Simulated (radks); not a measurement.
Values are calculated unless marked as measured or tabulated.
All-electron atom: Eu61+ in 1s1 5p1 (not the ground configuration). Level of theory: scalar-relativistic Kohn-Sham, PBE, spin-polarised, spherical densities, point nucleus; open shells are filled with parallel spins first (spin-orbit coupling, left out, can overturn this in heavy ions) (a radial shooting solver on a logarithmic mesh with Libxc functionals).

Unscreened Slater integrals over Kohn-Sham orbitals (hartree). They are taken over the spin-up orbitals.

integral     value
F0(5p,5p)   1.5605
F2(5p,5p)  0.80689
F0(5p,1s)   2.5378
G1(5p,1s)  0.18071
F0(1s,1s)   42.910

Derived for the open shells (J is the average intra-shell exchange parameter used in DFT+U). 5p: J = F2/5 = 0.1614 hartree.
